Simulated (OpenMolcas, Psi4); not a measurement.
# Exact exchange and the dipole moment of CsNa (NaCs)

The species is CsNa (2 atoms), meant as a singlet with charge 0. SMILES: `[Na][Cs]`. The coordinates come from a PBE0-D4/def2-TZVP relaxation.

The dipole moment y, in D, basis def2-TZVPPD with a core potential; a is the functional's share of exact exchange. Programs: OpenMolcas 26.06, Psi4 1.11.

| functional | program | a | y (D) |
| --- | --- | --- | --- |
| revPBE | OpenMolcas | 0 | 4.31 |
| BLYP | OpenMolcas | 0 | 3.73 |
| TPSSh | Psi4 | 0.1 | ? |
| B3LYP | OpenMolcas | 0.2 | 4.24 |
| PBE0 | OpenMolcas | 0.25 | 4.75 |
| BHLYP | OpenMolcas | 0.5 | 4.91 |

Problem. Fit y = c + s·a to the known rows and predict TPSSh.

Solution. 
1. Means of the 5 rows: a = 0.1900, y = 4.388.
2. Σ(Δa)² = 0.172, Σ(Δa·Δy) = 0.3219, so the slope is 0.3219/0.172 = 1.8715.
3. Intercept: 4.388 − (1.8715) × 0.1900 = 4.032. The largest residual of the fit is 0.30.
4. TPSSh: 4.032 + (1.8715) × 0.1 = 4.22 D.

The run gave 4.97 D, so the prediction is off by -0.75 D, more than the largest residual. More exact exchange makes the molecule more polar here. The rows mix families of semi-local functionals, which the line can't see.
